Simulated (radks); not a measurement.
Results of a calculation; reference values are marked as such.
Ionisation of Te2+, [Kr] 4d10 5s2 5p2, to Te3+, [Kr] 4d10 5s2 5p1, under several functionals. Scalar-relativistic Kohn-Sham, spin-unpolarised, spherical densities, finite nucleus; a radial shooting solver on a logarithmic mesh with Libxc functionals.

functional,E(Te2+) (hartree),Exc (hartree),IE (eV),-e(HOMO) (eV),<r> HOMO (bohr),IE error (eV)
BLYP,-6793.92174,-175.60481,26.860,22.221,2.348,-0.980
MS2 meta-GGA,-6793.13694,-174.66997,26.849,22.289,2.345,-0.991
B86b exchange with PBE correlation,-6794.00385,-175.69859,26.931,22.333,2.341,-0.909
SOGGA,-6789.97631,-171.63639,26.832,22.245,2.336,-1.008
Wu-Cohen GGA,-6792.47850,-174.15985,26.997,22.391,2.331,-0.843
revPBE,-6793.50389,-175.19661,26.810,22.234,2.342,-1.030
SCAN,-6794.59484,-175.98640,26.916,22.414,2.331,-0.924
PW91,-6794.21400,-175.91161,26.994,22.390,2.340,-0.846

NIST Atomic Spectra Database: 27.84 eV (measured). Closest: Wu-Cohen GGA. The Delta-SCF values span 0.19 eV, the total energies 4.62 hartree. The highest occupied level is 5p. Spin polarisation and multiplet splitting are left out, so open shells lie too high by an amount that depends on their filling. Spin-orbit splitting is averaged out at the scalar-relativistic level.

Beside tabulated values, note that spin-unpolarised runs miss the spin-polarisation part of the exchange energy of open shells.
